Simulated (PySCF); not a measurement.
CH₂F, SMILES [CH2]F, multiplicity 2.

Geometry: PBE0-D3(BJ)/def2-TZVPD. The isomer is the one that the SMILES or the coordinates give; other isomers of the formula were not compared.

Two levels are set side by side: PBE/def2-TZVPD (PySCF) and M06-2X/def2-TZVPD (PySCF). Same geometry, gas phase. Differences are taken from unrounded values.

| quantity | M06-2X | PBE | PBE minus M06-2X |
|---|---|---|---|
| α-spin orbital gap (eV) | 8.38 | 4.87 | -3.51 |
| β-spin orbital gap (eV) | 11.61 | 6.05 | -5.55 |
| dipole moment (D) | 1.36 | 1.12 | -0.24 |
| mean polarisability (bohr³) | 16.1 | 17.3 | 1.2 |

Loosely held outer electrons make PBE densities more polarisable. Differences between two approximate levels are no errors against the true value.

Rough cost on one machine, each run with all the roots and properties that it gave: M06-2X against PBE within a factor of 2.
